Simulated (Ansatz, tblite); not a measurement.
Series VX3: vertical IE (eV) at several levels, gas phase, relaxed structures; Ansatz, xTB through tblite. Raw xTB energies of ions are shifted by several eV. Singlets are spin-restricted. The spins of the ions were chosen, not always searched. Names give formal oxidation states. The structures are stationary points that may keep the symmetry of their start. Remarks come from the PBE and PBE0 runs and from stability tests at other levels; not every state was tested.

| species | state | geometry | GFN1-xTB | PBE-D4/def2-TZVP | r2SCAN-D4/def2-TZVP | PBE0-D4/def2-TZVP | remarks |
| --- | --- | --- | --- | --- | --- | --- | --- |
| VF3 | triplet to doublet | r2SCAN-D4/def2-TZVP | 17.27 | 9.74 | 10.12 | 10.70 | – |
| VCl3 | triplet to doublet | r2SCAN-D4/def2-SVP | 14.02 | 8.78 | 9.18 | 9.71 | – |
| V(NH2)3 (VN3H6) | triplet to doublet | PBE-D4/def2-SVP | 12.61 | 6.77 | 6.96 | 7.25 | spin-contaminated (⟨S²⟩ up to 0.85) (+1 doublet) |

Over the 3 species that have every level, the mean is 14.63 at GFN1-xTB, 8.43 at PBE-D4/def2-TZVP, 8.76 at r2SCAN-D4/def2-TZVP, 9.22 at PBE0-D4/def2-TZVP.
